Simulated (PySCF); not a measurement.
Isomers of H5NSi2. Isolated molecules, 0 K electronic values unless said otherwise. Strings in code marks are SMILES.

Quantity: vertical ionisation energy (energy after one electron is removed minus that of the parent at the parent's geometry), in eV.

Level 1: SVWN5/6-31G* // CAM-B3LYP-D3(BJ)/def2-TZVP (PySCF)
Level 2: minus the HOMO energy of CAM-B3LYP-D3(BJ)/def2-TZVP (PySCF)
Level 3: minus the HOMO energy of HF/6-31G* // CAM-B3LYP-D3(BJ)/def2-TZVP (PySCF)
Level 4: HF/6-31G* // CAM-B3LYP-D3(BJ)/def2-TZVP (PySCF)

```
species               level 1  level 2  level 3  level 4
--------------------  -------  -------  -------  -------
`[SiH2]=N[SiH3]`         9.00     8.56    10.21     7.89
`N[SiH]=[SiH2]`          7.66     6.75     7.26     6.33
`[H]/N=[SiH]\[SiH3]`     9.10     8.51    10.03     7.59
```
